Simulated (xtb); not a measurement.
AlClFH₂N, SMILES [NH2][Al]([F])[Cl]. All values are semi-empirical tight-binding results from xtb (GFN2-xTB unless named), good for trends rather than for accurate numbers. Coordinates come from a GFN2-xTB optimisation. The values are those of a single conformer.

Optimised geometry:

Bonded distances (Å): Al1–F2 1.653, Al1–Cl3 2.019, Al1–N4 1.769, N4–H5 1.008, N4–H6 1.009. Bond angles (°): F2–Al1–Cl3 119.1, F2–Al1–N4 115.9, Cl3–Al1–N4 125.0, Al1–N4–H5 126.7, Al1–N4–H6 123.4, H5–N4–H6 110.0.

For metal compounds this method's bond lengths and energies can be far off.

Computed properties:
The point group as xtb finds it is Cs. The orbital gap is 3.98 eV and the zero-point energy comes out as 17.5 kcal/mol. The G − E(el) at 298.15 K (modified RRHO) is -1.2 kcal/mol.

Computed atomic charges and the Wiberg bond orders between heavy atoms:
charges (e) Al1 0.40, F2 -0.26, Cl3 -0.12, N4 -0.39, H5 0.18, H6 0.19. Bond orders Al1–F2 1.22, Al1–Cl3 1.36, Al1–N4 1.32.
